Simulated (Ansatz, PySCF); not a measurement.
Sn(OH)(NH2)3 (H7N3OSn), SMILES [NH2][Sn]([NH2])([NH2])[OH]. Atoms are numbered in the order given.

```xyz
12

N     -1.2336    -1.5247    -0.5489
Sn     0.0065    -0.0214     0.0233
N      1.9724    -0.4820     0.1854
N     -0.2921     1.4504    -1.3474
O     -0.4666     0.4251     1.9017
H     -0.9015    -2.4347    -0.2330
H     -1.3229    -1.5740    -1.5628
H      2.5480    -0.0317    -0.5232
H      2.3392    -0.2306     1.1019
H     -1.2794     1.6067    -1.5450
H      0.1019     2.3430    -1.0547
H     -1.3839     0.1930     2.0876
```

Coordinates come from a PBE0-D3(BJ)/def2-SVP optimisation. The def2 effective core potentials stand for the cores of Sn; spin–orbit coupling is left out. One conformer was computed; it need not be the lowest.

Two levels are set side by side: PBE-D3(BJ)/def2-SVP (Ansatz, an electronic-structure program) and PBE0-D3(BJ)/def2-SVP (Ansatz). Each level has its own optimised geometry; the coordinates shown are those of the second. Frequencies come from the Hessian of PySCF at each geometry. Differences are taken from unrounded values.

```tsv
quantity	PBE0-D3(BJ)	PBE-D3(BJ)	PBE-D3(BJ) minus PBE0-D3(BJ)
mean bond length (Å)	1.378	1.397	0.020
bond N1–Sn2 (Å)	2.031	2.064	0.033
bond Sn2–N3 (Å)	2.026	2.060	0.034
bond Sn2–N4 (Å)	2.033	2.070	0.036
bond Sn2–O5 (Å)	1.988	2.018	0.030
bond N1–H6 (Å)	1.019	1.030	0.012
bond N1–H7 (Å)	1.019	1.031	0.012
bond N3–H8 (Å)	1.018	1.030	0.012
bond N3–H9 (Å)	1.019	1.030	0.012
bond N4–H10 (Å)	1.019	1.031	0.012
bond N4–H11 (Å)	1.019	1.030	0.012
bond O5–H12 (Å)	0.964	0.977	0.013
highest harmonic wavenumber (cm⁻¹)	3892	3703	-188
mean harmonic wavenumber (cm⁻¹)	1304	1255	-49
zero-point energy (kcal/mol)	55.90	53.81	-2.09
```

Exact exchange shortens and stiffens bonds; PBE has none. Differences between two approximate levels are no errors against the true value.
